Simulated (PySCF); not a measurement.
**Correlation energy of Pb (lead, neutral)**

[Xe] 4f14 5d10 6s1 6p2 6d1, one real determinant (an excited configuration). Calculation: PySCF 2.14, in aug-cc-pVTZ-PP with ECP60MDF; a scalar-relativistic core potential. Frozen: 5s2 5p6 5d10; 4 electrons correlated.

```tsv
level	correlation energy (mhartree)
CCSD	-20.03
(T)	-1.47
CCSD(T)	-21.50
```

Diagnostics: T1 = 0.023, D1 = 0.0614, largest double amplitude 0.272.

Problem. Is a single reference adequate?

Solution. Not fully. The real determinant used has ⟨L²⟩ near 8 against 12 for a pure F term, so it mixes terms. Spin-orbit coupling is strong in this species (close to jj coupling), so the high-spin LS determinant is a model state, not a physical level. The outer electron is Rydberg-like, and this basis confines it to a smaller radius and binds it less than a complete one would. A double-excitation amplitude exceeds 0.15, a sign of near-degeneracy.

The reference is one real determinant that mixes LS terms of this configuration.

Spin-orbit coupling is strong in this species, so the high-spin LS determinant is a model state.
